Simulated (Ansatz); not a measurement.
```yaml
crystal:
  periodic: [false, false, false]
  atoms:
    - {symbol: N, position_ang: [-1.496139, 0.067232, 0.030725]}
    - {symbol: C, position_ang: [-0.652326, -0.355179, -0.094392]}
    - {symbol: O, position_ang: [-0.446773, -0.896607, 0.970225]}
    - {symbol: F, position_ang: [-0.393741, -1.563374, -1.023473]}
    - {symbol: D, position_ang: [1.128971, 0.781613, -0.418172]}
    - {symbol: H, position_ang: [-2.443971, -0.409608, 0.375021]}
    - {symbol: H, position_ang: [-1.515105, 1.351024, 0.357646]}
    - {symbol: H, position_ang: [0.656311, -1.641211, 1.226794]}
    - {symbol: H, position_ang: [1.393720, 1.619887, 0.691933]}
    - {symbol: H, position_ang: [2.451401, -0.324415, -0.179212]}
    - {symbol: H, position_ang: [0.952737, 0.880803, -1.718777]}
basis:
  gaussian: {orbitals: def2-TZVP, fitting: {mean_field: def2-universal-jkfit}, final_grid: {core_spheres: 20, valence_spheres: 16, degree: 47}}
total_charge: -1
magnetization: {spin_polarized: true, initial_magnetization: 1}
hamiltonian: {xc: {name: B3LYP}, dispersion: d3bjatm}
accuracy: high
scf: {lower_state_search: light}
output: {forces: true}
```

```sh
$ ansatz run in.yaml --threads 4 --pin off --events-out ev --progress --plain --max-ram 10444MiB
```

It prints (some lines left out):

```
Error: YAML parse error: error: line 8 column 16: `D` is not an element symbol (H … Og, case-exact)
 6 |     - {symbol: O, position_ang: [-0.446773, -0.896607, 0.970225]}
 7 |     - {symbol: F, position_ang: [-0.393741, -1.563374, -1.023473]}
 8 |     - {symbol: D, position_ang: [1.128971, 0.781613, -0.418172]}
 9 |     - {symbol: H, position_ang: [-2.443971, -0.409608, 0.375021]}
10 |     - {symbol: H, position_ang: [-1.515105, 1.351024, 0.357646]}
```

Task: What is wrong with this run?

Result: An element symbol is wrong. The program refused the input.

B3LYP here is the variant with VWN-RPA as its local correlation; programs differ in this.
